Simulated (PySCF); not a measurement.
## Ga⁺: ionisation energy

Ga⁺ [Ar] 3d10 4s2 (1S) → Ga²⁺ [Ar] 3d10 4s1 (2S), as a difference of total energies. Computed with PySCF 2.14 in cc-pVTZ-DK (6s5p3d1f, 43 functions), with the spin-free X2C one-electron Hamiltonian (Gaussian nucleus). Correlated levels: valence: [Ar] 3d10 frozen. The calculations carry no spin-orbit coupling.

```tsv
method	ionisation energy (eV)
UHF	18.772
BP86	20.945
M06-2X	20.452
MP2 (valence)	19.475
SCS-MP2 (valence)	19.615
CCSD (valence)	19.764
```

Errors of the correlated levels include the incompleteness of this basis and the frozen core.

With two correlated electrons CCSD is exact in that space.

Which method comes closest to the reference value, and which is furthest?

The reference is 20.515 eV (measured; NIST Atomic Spectra Database, ionization energies). Closest: M06-2X (error -0.063 eV); furthest: UHF (error -1.743 eV).
